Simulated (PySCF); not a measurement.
The dipole of `C/C=C(\C)C(C)(C)[SiH3]` from its density and from atomic charges.

Coordinates (GFN2-xTB, Å) and charges (e) from the PBE0/pcSseg-1 density (PySCF):

```tsv
atom	x	y	z	Mulliken	IAO	Hirshfeld	ESP-fitted
C1	2.999	-0.062	-0.231	-0.2052	-0.4271	-0.1192	-0.5419
C2	1.596	-0.569	-0.079	-0.2040	-0.1810	-0.0604	-0.0632
C3	0.516	0.207	-0.119	-0.2162	+0.0008	+0.0031	+0.1061
C4	0.682	1.689	-0.319	-0.1817	-0.4287	-0.1185	-0.6279
C5	-0.897	-0.308	0.024	-0.7123	-0.1985	-0.0524	+0.1384
C6	-0.962	-1.838	0.037	-0.1761	-0.4127	-0.1189	-0.5196
C7	-1.742	0.175	-1.163	-0.1513	-0.4105	-0.1187	-0.4958
Si8	-1.642	0.323	1.684	+0.5346	+0.5815	+0.3024	+0.3443
H9	3.702	-0.889	-0.284	+0.1189	+0.1474	+0.0440	+0.1633
H10	3.279	0.568	0.614	+0.1275	+0.1449	+0.0418	+0.1561
H11	3.103	0.537	-1.136	+0.1230	+0.1445	+0.0411	+0.1568
H12	1.510	-1.633	0.071	+0.0838	+0.1351	+0.0357	+0.1087
H13	-0.219	2.237	-0.060	+0.1239	+0.1401	+0.0380	+0.1724
H14	1.496	2.066	0.298	+0.1292	+0.1471	+0.0433	+0.1828
H15	0.928	1.907	-1.359	+0.1350	+0.1503	+0.0448	+0.1919
H16	-0.509	-2.251	-0.864	+0.1208	+0.1389	+0.0384	+0.1287
H17	-2.001	-2.163	0.070	+0.1220	+0.1372	+0.0384	+0.1598
H18	-0.455	-2.253	0.904	+0.1270	+0.1355	+0.0383	+0.1198
H19	-1.312	-0.184	-2.098	+0.1119	+0.1391	+0.0380	+0.1443
H20	-1.803	1.258	-1.212	+0.1146	+0.1345	+0.0373	+0.1336
H21	-2.756	-0.213	-1.086	+0.1144	+0.1356	+0.0394	+0.1393
H22	-1.893	1.766	1.648	-0.0861	-0.1211	-0.0780	-0.0957
H23	-2.922	-0.355	1.903	-0.0826	-0.1196	-0.0792	-0.1004
H24	-0.708	0.007	2.763	-0.0711	-0.1135	-0.0782	-0.1018
```

Problem. Compute μ = Σ q r for each scheme (1 e·Å = 4.803 D) and compare with the dipole of the full density.

Solution. The full density gives (0.24, 0.06, -0.53) D, 0.59 D in size; dipole vectors point from the negative to the positive end.

```json
{"scheme": "Mulliken", "μx": "0.47", "μy": "1.53", "μz": "-0.08", "size (D)": "1.60", "share of the full size (%)": "272", "angle to the full dipole (°)": "74"}
{"scheme": "IAO", "μx": "-0.34", "μy": "0.39", "μz": "0.38", "size (D)": "0.64", "share of the full size (%)": "109", "angle to the full dipole (°)": "133"}
{"scheme": "Hirshfeld", "μx": "0.06", "μy": "0.13", "μz": "-0.14", "size (D)": "0.20", "share of the full size (%)": "34", "angle to the full dipole (°)": "35"}
{"scheme": "ESP-fitted", "μx": "0.23", "μy": "0.10", "μz": "-0.56", "size (D)": "0.61", "share of the full size (%)": "104", "angle to the full dipole (°)": "3"}
```

Problem. Which set comes closest?

Solution. Length of the difference vector: ESP-fitted 0.04 D, Hirshfeld 0.44 D, IAO 1.13 D, Mulliken 1.55 D. Closest: ESP-fitted. ESP charges are fitted to the potential around the molecule, whose slowest-falling term is the dipole's. 

Problem. What is left for the Hirshfeld atoms' own dipoles?

Solution. The shares of the density sum to the whole, so what Σ q r misses lies in dipoles about the nuclei. The atomic dipoles sum to (0.24, 0.06, -0.53) − (0.06, 0.13, -0.14) = (0.18, -0.07, -0.39) D, 0.44 D in size.

Problem. With the origin at the mean of the coordinates, (0.000, 0.001, 0.000) Å, which are the largest single terms, by size, of the ESP-fitted dipole along the direction of the full one?

Solution. C1 -3.74, Si8 -3.58, C4 -2.28, H11 +1.78, H15 +1.68 D; all 24 atoms together +0.61 D. The single terms depend on the origin, their sum doesn't.

Problem. Give the size of the full dipole in other units.

Solution. 0.59 D = 0.231 au = 0.122 e·Å = 1.96 × 10⁻³⁰ C·m.

Isolated species at its GFN2-xTB geometry (one conformer only).

Conformer computed: `[CH3:1]/[CH:2]=[C:3](\[CH3:4])[C:5]([CH3:6])([CH3:7])[SiH3:8]`: C2–C3–C5–C6 -8°.
